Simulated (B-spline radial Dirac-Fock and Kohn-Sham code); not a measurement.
# What relativity does to the binding energies of Lu²²⁺

System: lutetium as Lu²²⁺, configuration [Kr] 4d10 4f3.

Both columns are ΔSCF binding energies of the configuration average from a radial finite-basis atomic code: non-relativistic Hartree-Fock with a point nucleus, and Dirac-Fock with a finite nucleus and the Coulomb interaction alone, averaged over the two j levels with weights 2j+1.

| shell | Hartree-Fock (eV) | Dirac-Fock (eV) | shift (eV) | shift (%) |
| --- | --- | --- | --- | --- |
| 1s | 59573.4 | 64286.6 | +4713.21 | +7.91 |
| 2s | 10353.1 | 11591.6 | +1238.48 | +11.96 |
| 2p | 9910.6 | 10317.8 | +407.21 | +4.11 |
| 3s | 2884.1 | 3187.5 | +303.37 | +10.52 |
| 3p | 2681.7 | 2793.7 | +112.02 | +4.18 |
| 3d | 2308.8 | 2292.7 | -16.16 | -0.70 |
| 4s | 1060.7 | 1144.4 | +83.70 | +7.89 |
| 4p | 973.7 | 1005.0 | +31.30 | +3.21 |
| 4d | 815.1 | 813.1 | -2.06 | -0.25 |
| 4f | 626.8 | 618.4 | -8.38 | -1.34 |

Relativity binds 1s, 2s, 2p, 3s, 3p, 4s, 4p more strongly, among those listed most of all 2s in relative terms, and 3d, 4d, 4f more weakly, because the contracted s and p shells screen the nucleus better.

Values without a named source are computed, but for edge energies of neutral atoms, which are taken from tables.
